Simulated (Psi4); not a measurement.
A dimer, C2H6 ··· O2S (SMILES CC and O=S=O); the first 8 atoms form monomer A.

```
11

C     -0.7604    -0.0345     0.0546
C      0.7604     0.0345    -0.0546
H     -1.2080    -0.4087    -0.8683
H     -1.1891     0.9497     0.2532
H     -1.0705    -0.6984     0.8639
H      1.0705     0.6985    -0.8639
H      1.1891    -0.9497    -0.2533
H      1.2080     0.4086     0.8683
O      0.2550     2.8512     2.1773
S      0.0813     3.0179     0.7589
O     -0.9789     3.8664     0.2841
```

What interaction energy does Psi4 with SAPT0/jun-cc-pVDZ, frozen core give, and which attractive term is the largest?

Total 1.59 kcal/mol: electrostatics -2.79, exchange 9.85, induction -1.97, dispersion -3.50. The most attractive term is dispersion.
